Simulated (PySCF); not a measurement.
Species: C₈H₁₁P.
Bonds: C1–C2, C2–C3 (double), C3–P4 (double), P4–C5, C5–C6 (double), C6–C7, C7–C8, C8–C9, C5–C9. Hydrogens: H10, H11, H12 on C1; H13 on C2; H14 on C6; H15, H16 on C7; H17, H18 on C8; H19, H20 on C9.

The same species was optimised twice, with GFN2-xTB and with PBE0-D3(BJ)/def2-SVP (PySCF), and the same property calculations (PySCF, gas phase) were run on both structures.

| coordinate | GFN2-xTB | PBE0-D3(BJ)/def2-SVP | change |
| --- | --- | --- | --- |
| C2=C3 (Å) | 1.299 | 1.314 | +0.015 |
| C5=C6 (Å) | 1.333 | 1.347 | +0.014 |
| C6–C7 (Å) | 1.496 | 1.500 | +0.004 |
| C5–C9 (Å) | 1.506 | 1.507 | +0.001 |
| C3=P4 (Å) | 1.642 | 1.644 | +0.002 |
| C8–C9 (Å) | 1.537 | 1.538 | +0.001 |
| C7–C8 (Å) | 1.539 | 1.540 | +0.001 |
| C1–C2 (Å) | 1.500 | 1.499 | -0.001 |
| P4–C5 (Å) | 1.814 | 1.813 | -0.001 |
| P4–C5–C9 (°) | 124.5 | 127.1 | +2.6 |
| C3–P4–C5 (°) | 99.5 | 102.1 | +2.6 |
| P4–C5–C6 (°) | 124.2 | 121.9 | -2.3 |
| C1–C2–C3 (°) | 124.5 | 125.4 | +0.9 |
| C6–C5–C9 (°) | 111.4 | 111.0 | -0.4 |
| C6–C7–C8 (°) | 103.4 | 103.1 | -0.3 |
| C2–C3–P4 (°) | 173.9 | 173.7 | -0.2 |
| C5–C9–C8 (°) | 103.5 | 103.4 | -0.1 |
| C3–P4–C5–C6 (°) | 175 | 177 | +2 |

Rotational constants: A = 2741, B = 771.1, C = 629.7 MHz (GFN2-xTB) against A = 2859, B = 727.5, C = 606.5 MHz (PBE0-D3(BJ)/def2-SVP). Point groups within 0.08 Å: C1 and C1.

On the GFN2-xTB structure: HOMO (eV) -6.41 [PBE0/pcSseg-1]; LUMO (eV) -1.30 [PBE0/pcSseg-1]; dipole (D) 1.86 [PBE0/pcSseg-1]; GIAO shielding of C1 (ppm) 166.2 [PBE0/pcSseg-1]; GIAO shielding of C2 (ppm) 71.8 [PBE0/pcSseg-1]; GIAO shielding of C3 (ppm) -80.0 [PBE0/pcSseg-1]; GIAO shielding of P4 (ppm) 264.6 [PBE0/pcSseg-1]; GIAO shielding of C5 (ppm) 34.8 [PBE0/pcSseg-1]; GIAO shielding of C6 (ppm) 35.5 [PBE0/pcSseg-1]; GIAO shielding of C7 (ppm) 146.4 [PBE0/pcSseg-1]; GIAO shielding of C8 (ppm) 160.6 [PBE0/pcSseg-1].

Q: What do these properties become on the PBE0-D3(BJ)/def2-SVP structure?

A: 
| property | level | on GFN2-xTB | on PBE0-D3(BJ)/def2-SVP | change |
| --- | --- | --- | --- | --- |
| HOMO (eV) | PBE0/pcSseg-1 | -6.41 | -6.39 | +0.02 |
| LUMO (eV) | PBE0/pcSseg-1 | -1.30 | -1.32 | -0.02 |
| dipole (D) | PBE0/pcSseg-1 | 1.86 | 1.81 | -0.05 |
| energy, GFN2-xTB geometry as zero (kcal/mol) | PBE0/pcSseg-1 | 0.0 | -0.9 | -0.9 |
| GIAO shielding of C1 (ppm) | PBE0/pcSseg-1 | 166.2 | 164.8 | -1.4 |
| GIAO shielding of C2 (ppm) | PBE0/pcSseg-1 | 71.8 | 68.2 | -3.6 |
| GIAO shielding of C3 (ppm) | PBE0/pcSseg-1 | -80.0 | -81.7 | -1.7 |
| GIAO shielding of P4 (ppm) | PBE0/pcSseg-1 | 264.6 | 261.9 | -2.7 |
| GIAO shielding of C5 (ppm) | PBE0/pcSseg-1 | 34.8 | 31.5 | -3.3 |
| GIAO shielding of C6 (ppm) | PBE0/pcSseg-1 | 35.5 | 30.8 | -4.7 |
| GIAO shielding of C7 (ppm) | PBE0/pcSseg-1 | 146.4 | 145.6 | -0.8 |
| GIAO shielding of C8 (ppm) | PBE0/pcSseg-1 | 160.6 | 158.1 | -2.5 |

The heavy atoms differ by 0.093 Å rms after alignment. Among bonds between heavy atoms C2=C3 and C5=C6 change most and about equally (+0.014 to +0.015 Å). Changes are differences of the printed values. Neither structure is proved a minimum here.
